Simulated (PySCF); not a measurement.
CH4O2, SMILES C(O)O. Atoms are numbered in the order given.

```xyz
7

O     -1.1681    -0.0942    -0.2468
C      0.0000     0.0000     0.5307
O      1.1681     0.0942    -0.2468
H     -1.2434     0.7093    -0.7760
H      0.0018     0.8948     1.1580
H     -0.0018    -0.8948     1.1580
H      1.2434    -0.7093    -0.7760
```
Charge 0, spin multiplicity 1.

The structure is a stationary point at B3LYP-D3(BJ)/def2-TZVP. Other conformers were not sampled.

These are TDDFT-PBE0/def2-SVPD run with PySCF 2.14.0 values and carry that method's errors.

Vertical excitations. Gas-phase values at a fixed geometry. State labels are in the subgroup C2.

Give excitation energies, oscillator strengths and character. (An estimate is asked for; the answer gives what the named calculation found.)


```json
[
 {"state": "S1", "symmetry": "B", "energy (eV)": "7.48", "λ (nm)": "166", "f": "0.040", "main pairs": "HOMO→LUMO 96 %"},
 {"state": "S2", "symmetry": "A", "energy (eV)": "7.98", "λ (nm)": "155", "f": "0.005", "main pairs": "HOMO→LUMO+1 65 %, HOMO−1→LUMO 34 %"},
 {"state": "S3", "symmetry": "A", "energy (eV)": "8.46", "λ (nm)": "147", "f": "0.019", "main pairs": "HOMO−1→LUMO 64 %, HOMO→LUMO+1 34 %"},
 {"state": "S4", "symmetry": "B", "energy (eV)": "8.60", "λ (nm)": "144", "f": "0.010", "main pairs": "HOMO−2→LUMO 93 %"},
 {"state": "S5", "symmetry": "B", "energy (eV)": "8.74", "λ (nm)": "142", "f": "0.033", "main pairs": "HOMO→LUMO+2 87 %"},
 {"state": "S6", "symmetry": "B", "energy (eV)": "9.04", "λ (nm)": "137", "f": "0.022", "main pairs": "HOMO−1→LUMO+1 88 %"},
 {"state": "S7", "symmetry": "A", "energy (eV)": "9.27", "λ (nm)": "134", "f": "0.011", "main pairs": "HOMO−2→LUMO+1 95 %"},
 {"state": "S8", "symmetry": "A", "energy (eV)": "9.38", "λ (nm)": "132", "f": "0.019", "main pairs": "HOMO→LUMO+3 93 %"},
 {"state": "S9", "symmetry": "A", "energy (eV)": "9.55", "λ (nm)": "130", "f": "0.084", "main pairs": "HOMO−1→LUMO+2 92 %"},
 {"state": "S10", "symmetry": "B", "energy (eV)": "9.85", "λ (nm)": "126", "f": "0.037", "main pairs": "HOMO−2→LUMO+2 98 %"},
 {"state": "T1", "symmetry": "B", "energy (eV)": "7.15", "λ (nm)": "173", "f": "0", "main pairs": "HOMO→LUMO 93 %"},
 {"state": "T2", "symmetry": "A", "energy (eV)": "7.60", "λ (nm)": "163", "f": "0", "main pairs": "HOMO→LUMO+1 60 %, HOMO−1→LUMO 36 %"},
 {"state": "T3", "symmetry": "A", "energy (eV)": "8.22", "λ (nm)": "151", "f": "0", "main pairs": "HOMO−1→LUMO 61 %, HOMO→LUMO+1 36 %"},
 {"state": "T4", "symmetry": "B", "energy (eV)": "8.30", "λ (nm)": "149", "f": "0", "main pairs": "HOMO−2→LUMO 86 %"}
]
```
Triplets are in the Tamm–Dancoff approximation, which puts them higher than full response would, so one can lie above its singlet here.
